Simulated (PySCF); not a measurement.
C2F5, SMILES F[C](F)C(F)(F)F, multiplicity 2. Geometry: PBE-D3(BJ)/def2-SVP.

Computed equilibrium geometry at PBE-D3(BJ)/def2-SVP (PySCF confirms it by a frequency run) as bond lengths and angles, and its point group:
point group Cs.
Atoms: F1 C2 F3 C4 F5 F6 F7. Bonded distances (Å): F1–C2 1.328, C2–F3 1.328, C2–C4 1.519, C4–F5 1.356, C4–F6 1.343, C4–F7 1.343. Angles (°): F1–C2–F3 112.4, F1–C2–C4 114.6, F3–C2–C4 114.6, C2–C4–F5 111.9, C2–C4–F6 109.7, C2–C4–F7 109.7, F5–C4–F6 108.0, F5–C4–F7 108.0, F6–C4–F7 109.5.
Charge 0, spin multiplicity 2.
